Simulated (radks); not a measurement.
Task: The thulium ion Tm2+, 67 electrons, occupied as [Xe] 4f13. Method: Dirac Kohn-Sham, BLYP, spin-unpolarised, spherical densities, finite nucleus; open shells fill j = l - 1/2 first; Fermi nuclear charge, rms radius 5.2256 fm; computed with a radial shooting solver on a logarithmic mesh with Libxc functionals. Some entries of the table are withheld. Estimate them.

| orbital | occ. | eigenvalue (eV) | <r> (bohr) |
|---|---|---|---|
| 1s1/2 | 2 | -59223.87 | (1) |
| 2s1/2 | 2 | -9998.498 | 0.08430 |
| 2p1/2 | 2 | -9532.583 | 0.07007 |
| 2p3/2 | 4 | -8552.076 | 0.07746 |
| 3s1/2 | 2 | -2257.804 | 0.2205 |
| 3p1/2 | 2 | -2052.427 | 0.2103 |
| 3p3/2 | 4 | -1845.406 | 0.2241 |
| 3d3/2 | 4 | -1494.379 | 0.1973 |
| 3d5/2 | 6 | -1449.128 | 0.2016 |
| 4s1/2 | 2 | -456.0064 | 0.4978 |
| 4p1/2 | 2 | -373.3837 | 0.5062 |
| 4p3/2 | 4 | -326.6299 | 0.5382 |
| 4d3/2 | 4 | -190.5853 | 0.5653 |
| 4d5/2 | 6 | -182.0832 | 0.5767 |
| 5s1/2 | 2 | -67.7400 | 1.230 |
| 5p1/2 | 2 | -45.4272 | 1.388 |
| 5p3/2 | 4 | -39.6671 | 1.501 |
| 4f5/2 | 6 | -18.0630 | 0.7908 |
| 4f7/2 | 7 | -16.8644 | 0.8113 |
| 6s1/2 | 0 | (2) | 3.269 |
| 5d3/2 | 0 | -13.7336 | 2.429 |
| 5d5/2 | 0 | -13.3814 | 2.493 |

Result: 
(1) 1s1/2 <r> (bohr): 0.02001
(2) 6s1/2 eigenvalue (eV): -15.3463
